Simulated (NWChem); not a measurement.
All runs are NWChem calculations. System: hydrogen telluride (H₂Te), charge 0, spin multiplicity 1, at a geometry optimised with PBE/def2-SVP with def2 effective core potentials on Te. Level: TD-LDA (SVWN5)/def2-SVPD with def2 effective core potentials on Te.

The NWChem input:

```
start mol
memory heap 200 mb stack 900 mb global 1100 mb
geometry units angstroms nocenter noautoz
  Te     0.000000     0.000000     0.044132
  H     -1.184469     0.000000    -1.147436
  H      1.184469     0.000000    -1.147436
  symmetry group C2v
end
basis spherical
  * library def2-svpd
end
ecp
  Te library def2-ecp
end
dft
  xc slater vwn_5
  semidirect memsize 60000000 filesize 0
  iterations 100
end
tddft
  rpa
  nroots 6
  notriplet
  thresh 1e-4
end
task tddft energy
```

NWChem printed:

```
             Northwest Computational Chemistry Package (NWChem) 7.3.0
             --------------------------------------------------------

                                NWChem Input Module
                                -------------------

 Scaling coordinates for geometry "geometry" by  1.889725989
 (inverse scale =  0.529177249)

 Turning off AUTOSYM since
 SYMMETRY directive was detected!

                             Geometry "geometry" -> ""
                             -------------------------

 Output coordinates in angstroms (scale by  1.889725989 to convert to a.u.)

  No.       Tag          Charge          X              Y              Z
 ---- ---------------- ---------- -------------- -------------- --------------
    1 Te                  52.0000     0.00000000     0.00000000     0.04413200
    2 H                    1.0000    -1.18446900     0.00000000    -1.14743600
    3 H                    1.0000     1.18446900     0.00000000    -1.14743600

 Effective nuclear repulsion energy (a.u.)      32.9796457162

            Nuclear Dipole moment (a.u.)
            ----------------------------
        X                 Y               Z
 ---------------- ---------------- ----------------
     0.0000000000     0.0000000000    -0.0000151178

      Symmetry information
      --------------------

 Group name             C2v
 Group number             16
 Group order               4
 No. of unique centers     2

      Symmetry unique atoms

     1    2


 Summary of "ao basis" -> "" (spherical)
 ------------------------------------------------------------------------------
       Tag                 Description            Shells   Functions and Types
 ---------------- ------------------------------  ------  ---------------------
 *                         def2-svpd                  on all atoms

                                 NWChem DFT Module
                                 -----------------

 Summary of "ao basis" -> "ao basis" (spherical)
 ------------------------------------------------------------------------------
       Tag                 Description            Shells   Functions and Types
 ---------------- ------------------------------  ------  ---------------------
 Te                        def2-svpd                13       35   5s5p3d
 H                         def2-svpd                 4        8   2s2p

 Summary of "ao basis" -> "ao basis" (spherical)
 ------------------------------------------------------------------------------
       Tag                 Description            Shells   Functions and Types
 ---------------- ------------------------------  ------  ---------------------
 Te                        def2-svpd                13       35   5s5p3d
 H                         def2-svpd                 4        8   2s2p

      Symmetry analysis of basis
      --------------------------

        a1         22
        a2          5
        b1         14
        b2         10

            General Information
            -------------------
          SCF calculation type: DFT
          Wavefunction type:  closed shell.
          No. of atoms     :     3
          No. of electrons :    26
           Alpha electrons :    13
            Beta electrons :    13
          Charge           :     0
          Spin multiplicity:     1
          Use of symmetry is: off; symmetry adaption is: on
          Maximum number of iterations: 100
          AO basis - number of functions:    51
                     number of shells:    21
          Convergence on energy requested:  1.00D-06
          Convergence on density requested:  1.00D-05
          Convergence on gradient requested:  5.00D-04

              XC Information
              --------------
                        Slater Exchange Functional  1.000 local
                      VWN V Correlation Functional  1.000 local

             Grid Information
             ----------------
          Grid used for XC integration:  medium
          Radial quadrature: Mura-Knowles
          Angular quadrature: Lebedev.
          Tag              B.-S. Rad. Rad. Pts. Rad. Cut. Ang. Pts.
          ---              ---------- --------- --------- ---------
          Te                  1.40      123          10.0       590
          H                   0.35       45          10.0       434
          Grid pruning is: on
          Number of quadrature shells:   213
          Spatial weights used:  Erf1

          Convergence Information
          -----------------------
          Convergence aids based upon iterative change in
          total energy or number of iterations.
          Levelshifting, if invoked, occurs when the
          HOMO/LUMO gap drops below (HL_TOL):  1.00D-02
          DIIS, if invoked, will attempt to extrapolate
          using up to (NFOCK): 10 stored Fock matrices.

                    Damping( 0%)  Levelshifting(0.5)       DIIS
                  --------------- ------------------- ---------------
          dE  on:    start            ASAP                start
          dE off:    2 iters        100 iters           100 iters

      Screening Tolerance Information
      -------------------------------
          Density screening/tol_rho:  1.00D-10
          AO Gaussian exp screening on grid/accAOfunc:  14
          CD Gaussian exp screening on grid/accCDfunc:  20
          XC Gaussian exp screening on grid/accXCfunc:  20
          Schwarz screening/accCoul:  1.00D-08

      Superposition of Atomic Density Guess
      -------------------------------------

 Sum of atomic energies:        -312.22018765

      Non-variational initial energy
[...]
     2   1 1 0      0.000000      0.000000      0.000000      0.000000
     2   1 0 1      0.000000      0.000000      0.000000      0.000000
     2   0 2 0    -23.431608    -11.715804    -11.715804      0.000000
     2   0 1 1     -0.000000     -0.000000     -0.000000      0.000000
     2   0 0 2    -20.056603    -14.813460    -14.813460      9.570316

                                NWChem TDDFT Module
                                -------------------

            General Information
            -------------------
           No. of orbitals :     102
            Alpha orbitals :      51
             Beta orbitals :      51
        Alpha frozen cores :       0
         Beta frozen cores :       0
     Alpha frozen virtuals :       0
      Beta frozen virtuals :       0
         Spin multiplicity :       1
    Number of AO functions :      51
        Use of symmetry is : off
      Symmetry adaption is : on
         Schwarz screening :  0.10D-07

              XC Information
              --------------
                 Slater Exchange Functional   1.00 local
               VWN V Correlation Functional   1.00 local

             TDDFT Information
             -----------------
          Calculation type : TDDFT
         Wavefunction type : Restricted singlets
          No. of electrons :      26
           Alpha electrons :      13
            Beta electrons :      13
              No. of roots :       6
          Max subspacesize :    5200
            Max iterations :     100
               Target root :       1
           Target symmetry : none
      Symmetry restriction : off
                 Algorithm : Optimal
        Davidson threshold :  0.10D-03

            Memory Information
            ------------------
          Available GA space size is         144176599 doubles
          Available MA space size is          50651732 doubles
          Length of a trial vector is          494
          Algorithm : Incore multiple tensor contraction
          Estimated peak GA usage is          10416380 doubles
          Estimated peak MA usage is             25800 doubles

    6 smallest eigenvalue differences (eV)
--------------------------------------------------------
  No. Spin  Occ  Vir  Irrep   E(Occ)    E(Vir)   E(Diff)
--------------------------------------------------------
    1    1   13   14 a2       -0.206    -0.065     3.849
    2    1   13   15 b2       -0.206    -0.046     4.364
    3    1   13   16 a2       -0.206     0.024     6.279
    4    1   13   17 b2       -0.206     0.026     6.312
    5    1   13   18 b2       -0.206     0.032     6.495
    6    1   13   19 a1       -0.206     0.035     6.563
--------------------------------------------------------

  Entering Davidson iterations
  Restricted singlet excited states

  Iter   NTrls   NConv    DeltaV     DeltaE      Time
  ----  ------  ------  ---------  ---------  ---------
    1      6       0     0.16E+00   0.10+100        0.6
    2     12       0     0.82E-01   0.13E-01        0.6
    3     24       0     0.22E-01   0.62E-02        0.8
    4     36       0     0.91E-02   0.38E-03        0.8
    5     48       4     0.37E-02   0.67E-04        0.8
    6     52       4     0.17E-02   0.72E-05        0.6
    7     56       4     0.59E-03   0.12E-05        0.6
    8     60       5     0.27E-03   0.10E-06        0.6
    9     62       5     0.14E-03   0.14E-07        0.6
   10     64       6     0.93E-04   0.26E-08        0.5
  ----  ------  ------  ---------  ---------  ---------
  Convergence criterion met

  Ground state a1       -268.791643600680 a.u.

  ----------------------------------------------------------------------------
  Root   1 singlet a2             0.149314985 a.u.                4.0631 eV
  ----------------------------------------------------------------------------
     Transition Moments    X  0.00000   Y -0.00000   Z  0.00000
     Transition Moments   XX  0.00000  XY -1.11884  XZ -0.00000
     Transition Moments   YY  0.00000  YZ  0.00000  ZZ -0.00000
     Dipole Oscillator Strength                    0.0000000000
     Electric Quadrupole                           0.0000000222
     Magnetic Dipole                               0.0000004691
     Total Oscillator Strength                     0.0000004913

          sigma_e =   2.0334 Angstrom
          sigma_h =   1.5565 Angstrom
         |d_h->e| =   0.0677 Angstrom
            d_exc =   2.5686 Angstrom
            d_CD1 =   0.5446 Angstrom
            d_CD2 =  -1.7273 Angstrom
            d_CD3 =   2.6363 Angstrom
     Pearson C.C. =  -0.0056

     Occ.   13  b2  ---  Virt.   14  b1   0.99956 X
  ----------------------------------------------------------------------------
  Root   2 singlet b2             0.168116283 a.u.                4.5747 eV
  ----------------------------------------------------------------------------
     Transition Moments    X  0.00000   Y -0.62251   Z  0.00000
     Transition Moments   XX  0.00000  XY -0.00000  XZ -0.00000
     Transition Moments   YY  0.00000  YZ -0.24854  ZZ -0.00000
     Dipole Oscillator Strength                    0.0434324184
     Electric Quadrupole                           0.0000000016
     Magnetic Dipole                               0.0000001514
     Total Oscillator Strength                     0.0434325713

          sigma_e =   2.6121 Angstrom
          sigma_h =   1.5566 Angstrom
         |d_h->e| =   0.3870 Angstrom
            d_exc =   3.0751 Angstrom
            d_CD1 =   1.4425 Angstrom
            d_CD2 =  -1.6973 Angstrom
            d_CD3 =   3.4621 Angstrom
     Pearson C.C. =  -0.0074

     Occ.   13  b2  ---  Virt.   15  a1   0.99528 X
     Occ.   13  b2  ---  Virt.   18  a1   0.07958 X
  ----------------------------------------------------------------------------
  Root   3 singlet a2             0.227838719 a.u.                6.1998 eV
  ----------------------------------------------------------------------------
     Transition Moments    X -0.00000   Y -0.00000   Z  0.00000
     Transition Moments   XX -0.00000  XY -2.21491  XZ  0.00000
     Transition Moments   YY -0.00000  YZ -0.00000  ZZ  0.00000
     Dipole Oscillator Strength                    0.0000000000
     Electric Quadrupole                           0.0000003090
     Magnetic Dipole                               0.0000000086
     Total Oscillator Strength                     0.0000003175

          sigma_e =   3.9132 Angstrom
          sigma_h =   1.5570 Angstrom
         |d_h->e| =   0.0786 Angstrom
            d_exc =   4.2112 Angstrom
            d_CD1 =   2.4349 Angstrom
            d_CD2 =  -2.6565 Angstrom
            d_CD3 =   4.2898 Angstrom
     Pearson C.C. =   0.0008

     Occ.   13  b2  ---  Virt.   16  b1   0.99962 X
  ----------------------------------------------------------------------------
  Root   4 singlet b2             0.230657545 a.u.                6.2765 eV
  ----------------------------------------------------------------------------
     Transition Moments    X -0.00000   Y  0.04027   Z -0.00000
     Transition Moments   XX -0.00001  XY  0.00000  XZ  0.00000
     Transition Moments   YY -0.00000  YZ -2.20339  ZZ  0.00001
     Dipole Oscillator Strength                    0.0002493735
     Electric Quadrupole                           0.0000003173
     Magnetic Dipole                               0.0000000252
     Total Oscillator Strength                     0.0002497159

          sigma_e =   3.9203 Angstrom
          sigma_h =   1.5570 Angstrom
         |d_h->e| =   0.0281 Angstrom
            d_exc =   4.2163 Angstrom
            d_CD1 =   2.3913 Angstrom
            d_CD2 =  -2.7106 Angstrom
            d_CD3 =   4.2444 Angstrom
     Pearson C.C. =   0.0013

     Occ.   13  b2  ---  Virt.   17  a1   0.92262 X
     Occ.   13  b2  ---  Virt.   18  a1   0.38419 X
  ----------------------------------------------------------------------------
  Root   5 singlet a1             0.244781908 a.u.                6.6609 eV
  ----------------------------------------------------------------------------
     Transition Moments    X -0.00001   Y  0.00000   Z  0.08522
     Transition Moments   XX  0.99819  XY -0.00000  XZ -0.00001
     Transition Moments   YY  5.02687  YZ  0.00000  ZZ  0.86816
     Dipole Oscillator Strength                    0.0011852124
     Electric Quadrupole                           0.0000004366
     Magnetic Dipole                               0.0000000000
     Total Oscillator Strength                     0.0011856490

          sigma_e =   3.9879 Angstrom
          sigma_h =   1.5575 Angstrom
         |d_h->e| =   0.0867 Angstrom
            d_exc =   4.2792 Angstrom
            d_CD1 =   2.5171 Angstrom
            d_CD2 =  -2.6859 Angstrom
            d_CD3 =   4.3660 Angstrom
     Pearson C.C. =   0.0020

     Occ.   11  b1  ---  Virt.   14  b1  -0.06665 X
     Occ.   13  b2  ---  Virt.   19  b2  -0.99176 X
  ----------------------------------------------------------------------------
  Root   6 singlet b2             0.250762888 a.u.                6.8236 eV
  ----------------------------------------------------------------------------
     Transition Moments    X  0.00001   Y  0.93762   Z -0.00000
     Transition Moments   XX  0.00002  XY  0.00000  XZ -0.00000
     Transition Moments   YY  0.00001  YZ -0.00421  ZZ -0.00002
     Dipole Oscillator Strength                    0.1469681554
     Electric Quadrupole                           0.0000000000
     Magnetic Dipole                               0.0000000757
     Total Oscillator Strength                     0.1469682312

          sigma_e =   2.6524 Angstrom
          sigma_h =   1.5573 Angstrom
         |d_h->e| =   0.0232 Angstrom
            d_exc =   3.0685 Angstrom
            d_CD1 =   1.1183 Angstrom
            d_CD2 =  -2.0816 Angstrom
            d_CD3 =   3.0917 Angstrom
     Pearson C.C. =   0.0054

     Occ.   13  b2  ---  Virt.   15  a1   0.05427 X
     Occ.   13  b2  ---  Virt.   17  a1   0.28155 X
     Occ.   13  b2  ---  Virt.   18  a1  -0.70665 X
     Occ.   13  b2  ---  Virt.   20  a1  -0.64112 X

              Target root =      1
          Target symmetry = none
      Ground state energy =   -268.791643600680
        Excitation energy =      0.149314984840
     Excited state energy =   -268.642328615841

  stored tddft:energy   -268.64232861584065

 Task  times  cpu:        7.3s     wall:        7.3s

 Total times  cpu:        7.4s     wall:        7.4s
```
